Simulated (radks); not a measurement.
Values are calculated unless marked as measured or tabulated.
Q: The mean radii <r> (bohr) of the occupied orbitals of an atom or ion are listed with their occupations. Level of theory: Dirac Kohn-Sham, PBE, spin-unpolarised, spherical densities, point nucleus (a radial shooting solver on a logarithmic mesh with Libxc functionals).

orbital  occ.      <r>
1s1/2       2  0.06644
2s1/2       2   0.3077
2p1/2       2   0.2718
2p3/2       4   0.2746
3s1/2       2   0.9057
3p1/2       2   0.9387
3p3/2       3   0.9451
3d3/2       1    1.009
4f5/2       1    3.353

Name the element and its charge. Open shells, if any, fill j = l - 1/2 first.

A: Z = 23, vanadium, charge +4: V4+ in [Ne] 3s2 3p5 3d1 4f1. The 1s radius gives Z: for a bare nucleus <r> = (2 gamma + 1)/(2Z) with gamma = sqrt(1 - (Z/c)^2), 0.0646 bohr for Z = 23, and screening makes it slightly larger (0.06644 here). The occupations add up to 19, and the charge is Z minus that.
